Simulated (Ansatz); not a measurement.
A structure relaxed at PBE-D4/def2-SVP in Ansatz, charge 0, singlet:

| atom | x (Å) | y (Å) | z (Å) |
| --- | --- | --- | --- |
| Pb1 | 0.139 | -0.646 | 1.514 |
| Pb2 | -0.139 | 0.646 | -1.514 |
| O3 | -1.304 | -1.014 | -0.313 |
| O4 | -0.095 | 1.541 | 0.667 |
| O5 | 1.304 | 1.014 | 0.313 |
| O6 | 0.095 | -1.541 | -0.667 |

Problem. Give its formula and point group.

Solution. the cluster Pb₂O₄. Point group D2h (tolerance 0.1 Å).

Problem. Summarise the bond lengths by kind (pairs closer than 1.2 times the sum of covalent radii, bridged metal pairs left out).

Solution. 8 × O–Pb 2.36 Å; 2 × O–O 1.54 Å.

In the def2 sets Pb takes a core potential; there is no spin–orbit coupling. The structure holds 2 bonds between oxygen atoms, so isomers without such links may lie far lower. The restricted singlet is unstable towards broken spin symmetry in Hartree–Fock (as tested in another run); at PBE-D4/def2-SVP this wasn't settled. Another isomer (triplet) lies 0.98 eV lower at PBE0-D4/def2-TZVP; other spin states weren't run for this one.
